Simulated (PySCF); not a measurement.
Choosing a molecule for a target property.

Species are written as SMILES; each is one conformer at its optimised geometry, gas phase, non-relativistic unless stated; the electronic structure was computed with PySCF and density fitting.

Dipoles, sizes and rotational constants follow the conformer. The torsions of the flexible species, by atom-mapped SMILES:
- `[F:1][Si:2]([F:3])([F:4])[SiH:5]([PH2:6])[PH2:7]`: F1–Si2–Si5–P6 -173°, H–P6–Si5–Si2 -52°, H–P6–Si5–Si2 40°, H–P7–Si5–Si2 76°, H–P7–Si5–Si2 169°
- `[CH3:1][O:2][Si@@H:3]([Cl:4])[CH:5]1[CH2:6][CH2:7]1`: C1–O2–Si3–Cl4 51°, O2–Si3–C5–C6 -159°
- `[CH2:1]=[CH:2][CH2:3][Si@@H:4]([OH:5])[CH2:6][Cl:7]`: C1–C2–C3–Si4 -108°, C2–C3–Si4–O5 -61°, C3–Si4–C6–Cl7 -168°, H–O5–Si4–C3 162°

Question: Wanted: dipole moment below 2 D (wB97X-D/def2-SVPD) and HOMO–LUMO gap above 10 eV (wB97X-D/def2-SVPD), at GFN2-xTB geometries. Which candidate meets both?
A. `F[Si](F)(F)[SiH](P)P`
B. `[Si@H](Cl)(C1CC1)OC`
C. `C[C@H]1C=CSC1`
D. `Cl[C@H]1C=C[SiH2]1`

Answer: B. Computed values:
| species | dipole moment | HOMO–LUMO gap |
| --- | --- | --- |
| [Si@H](Cl)(C1CC1)OC | 1.12 D | 12.27 eV |
| C[C@H]1C=CSC1 | 1.78 D | 9.54 eV |
| Cl[C@H]1C=C[SiH2]1 | 2.33 D | 10.62 eV |
| F[Si](F)(F)[SiH](P)P | 3.06 D | 10.19 eV |

Question: Wanted: electronic spatial extent ⟨r²⟩ about the centre of nuclear charge between 1000 bohr² and 1600 bohr² (wB97X-D/def2-SVPD) and static isotropic polarisability below 88 au (wB97X-D/def2-SVPD), at GFN2-xTB geometries. Which candidate meets both?
A. `F[Si](F)(F)[SiH](P)P`
B. `C(C[Si@@H](O)CCl)=C`
C. `C[C@H]1C=CSC1`
D. `CO[Si@@H](Cl)C1CC1`

Answer: D. Computed values:
| species | electronic spatial extent ⟨r²⟩ about the centre of nuclear charge | static isotropic polarisability |
| --- | --- | --- |
| C[C@H]1C=CSC1 | 671 bohr² | 75.8 au |
| CO[Si@@H](Cl)C1CC1 | 1304 bohr² | 85.5 au |
| C(C[Si@@H](O)CCl)=C | 1440 bohr² | 90.9 au |
| F[Si](F)(F)[SiH](P)P | 1830 bohr² | 105.7 au |

Question: Wanted: smallest rotational constant below 0.7 GHz (GFN2-xTB) and HOMO energy below -8 eV (wB97X-D/def2-SVPD), at GFN2-xTB geometries. Which candidate meets both?
A. `C[C@H]1C=CSC1`
B. `Cl[C@H]1C=C[SiH2]1`
C. `C=CC[Si@@H](O)CCl`
D. `F[Si](F)(F)[SiH](P)P`
E. `CO[Si@@H](Cl)C1CC1`

Answer: D. Computed values:
```
             species  smallest rotational constant  HOMO energy
F[Si](F)(F)[SiH](P)P                     0.593 GHz     -9.70 eV
   C=CC[Si@@H](O)CCl                     0.808 GHz     -9.11 eV
  CO[Si@@H](Cl)C1CC1                     0.911 GHz    -10.08 eV
  Cl[C@H]1C=C[SiH2]1                     1.834 GHz     -9.52 eV
       C[C@H]1C=CSC1                     2.022 GHz     -7.62 eV
```

Question: Wanted: lowest singlet excitation below 5.4 eV (TDDFT wB97X-D/def2-SVPD) and lowest triplet excitation (Tamm–Dancoff) below 5 eV (TDA wB97X-D/def2-SVPD), at GFN2-xTB geometries. Which candidate meets both?
A. `[Si@H](Cl)(C1CC1)OC`
B. `C[C@H]1C=CSC1`
C. `Cl[C@H]1C=C[SiH2]1`
D. `F[Si](F)(F)[SiH](P)P`

Answer: B. Computed values:
| species | lowest singlet excitation | lowest triplet excitation (Tamm–Dancoff) |
| --- | --- | --- |
| C[C@H]1C=CSC1 | 4.93 eV | 3.78 eV |
| Cl[C@H]1C=C[SiH2]1 | 5.93 eV | 4.45 eV |
| F[Si](F)(F)[SiH](P)P | 6.10 eV | 5.15 eV |
| [Si@H](Cl)(C1CC1)OC | 7.69 eV | 7.38 eV |
